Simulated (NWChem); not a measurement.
System: SiF3, doublet; SMILES F[Si](F)F

Excerpt of the output:

```
             Northwest Computational Chemistry Package (NWChem) 7.3.0
             --------------------------------------------------------

 C3V symmetry detected

                             Geometry "geometry" -> ""
                             -------------------------

 Output coordinates in angstroms (scale by  1.889725989 to convert to a.u.)

  No.       Tag          Charge          X              Y              Z
 ---- ---------------- ---------- -------------- -------------- --------------
    1 F                    9.0000     1.06052646     1.06052646    -0.19815054
    2 Si                  14.0000     0.00000000     0.00000000     0.38214746
    3 F                    9.0000    -1.44870609     0.38817963    -0.19815054
    4 F                    9.0000     0.38817963    -1.44870609    -0.19815054

 Effective nuclear repulsion energy (a.u.)     173.8843511332

      Symmetry information
      --------------------

 Group name             C3v
 Group number             17
 Group order               6
 No. of unique centers     2

                                 NWChem DFT Module
                                 -----------------

 Summary of "ao basis" -> "ao basis" (spherical)
 ------------------------------------------------------------------------------
       Tag                 Description            Shells   Functions and Types
 ---------------- ------------------------------  ------  ---------------------
 F                          pcseg-1                  6       14   3s2p1d
 Si                         pcseg-1                  8       18   4s3p1d

      Symmetry analysis of basis
      --------------------------

        a1         18
        a2          4
        e          38

  Rotation of axis

            General Information
            -------------------
          SCF calculation type: DFT
          Wavefunction type:  spin polarized.
          No. of atoms     :     4
          No. of electrons :    41
           Alpha electrons :    21
            Beta electrons :    20
          Charge           :     0
          Spin multiplicity:     2
          Use of symmetry is: on ; symmetry adaption is: on
          Maximum number of iterations: 150
          AO basis - number of functions:    60
                     number of shells:    26
          Convergence on energy requested:  1.00D-06
          Convergence on density requested:  1.00D-05
          Convergence on gradient requested:  5.00D-04

              XC Information
              --------------
                  TPSS metaGGA Exchange Functional  1.000
             TPSS03 metaGGA Correlation Functional  1.000

             Grid Information
             ----------------
          Grid used for XC integration:  medium
          Radial quadrature: Mura-Knowles
          Angular quadrature: Lebedev.
          Tag              B.-S. Rad. Rad. Pts. Rad. Cut. Ang. Pts.
          ---              ---------- --------- --------- ---------
          F                   0.50       49           7.0       434
          Si                  1.10       88           6.0       590
          Grid pruning is: on
          Number of quadrature shells:   137
          Spatial weights used:  Erf1

      Superposition of Atomic Density Guess
      -------------------------------------

 Sum of atomic energies:        -586.85312465

      Non-variational initial energy
      ------------------------------

 Total energy =    -587.308783
 1-e energy   =   -1163.828413
 2-e energy   =     402.635278
 HOMO         =      -0.199341
 LUMO         =       0.109117

   Symmetry analysis of molecular orbitals - initial alpha
   -------------------------------------------------------

  Numbering of irreducible representations:

     1 a1          2 a2          3 e

  Orbital symmetries:

     1 a1          2 a1          3 e           4 e           5 a1
     6 e           7 e           8 a1          9 a1         10 e
    11 e          12 a1         13 e          14 e          15 a1
    16 e          17 e          18 e          19 e          20 a2
    21 a1         22 a1         23 e          24 e          25 a1
    26 a1         27 e          28 e          29 e          30 e
    31 a1

   Symmetry analysis of molecular orbitals - initial beta
   ------------------------------------------------------

  Numbering of irreducible representations:

     1 a1          2 a2          3 e

  Orbital symmetries:

     1 a1          2 a1          3 e           4 e           5 a1
     6 e           7 e           8 a1          9 a1         10 e
    11 e          12 a1         13 e          14 e          15 a1
    16 e          17 e          18 e          19 e          20 a2
    21 a1         22 a1         23 e          24 e          25 a1
    26 a1         27 e          28 e          29 e          30 e
    31 a1

     ---------------------------------------------
      Total Density - Mulliken Population Analysis
     ---------------------------------------------

    Atom       Charge   Shell Charges
 -----------   ------   -------------------------------------------------------
    1 F    9     9.59   2.00  0.97  0.96  3.59  2.06  0.00
    2 Si  14    12.24   2.00  2.00  0.71  0.43  5.99  0.76  0.11  0.23
    3 F    9     9.59   2.00  0.97  0.96  3.59  2.06  0.00
    4 F    9     9.59   2.00  0.97  0.96  3.59  2.06  0.00

     --------------------------------------------
      Spin Density - Mulliken Population Analysis
     --------------------------------------------

    Atom       Charge   Shell Charges
 -----------   ------   -------------------------------------------------------
    1 F    9     0.04   0.00  0.01 -0.01  0.05 -0.00  0.00
    2 Si  14     0.87   0.00  0.00  0.24  0.38  0.00  0.18  0.06  0.01
    3 F    9     0.04   0.00  0.01 -0.01  0.05 -0.00  0.00
    4 F    9     0.04   0.00  0.01 -0.01  0.05 -0.00  0.00

[...]
```

Level: TPSS/pcseg-1, spin-unrestricted. In the optimisation the excess spin sits in a (C3, its own frame). Structure relaxed at the PBE0/def2-SVP, spin-unrestricted level. No stability test was run on the SCF state.

Problem. Write an input that gives this output.

Solution. This is not unique; one that fits is the input that was run:
```
start job
memory heap 200 mb stack 900 mb global 1100 mb
geometry units angstroms noautoz
  F      1.457838     0.352336    -0.204561
  Si     0.000000     0.000000     0.375737
  F     -1.034051     1.086357    -0.204561
  F     -0.423787    -1.438693    -0.204561
end
basis spherical
  * library pcseg-1
end
dft
  odft
  mult 2
  xc xtpss03 ctpss03
  iterations 150
  mulliken
end
task dft energy
```
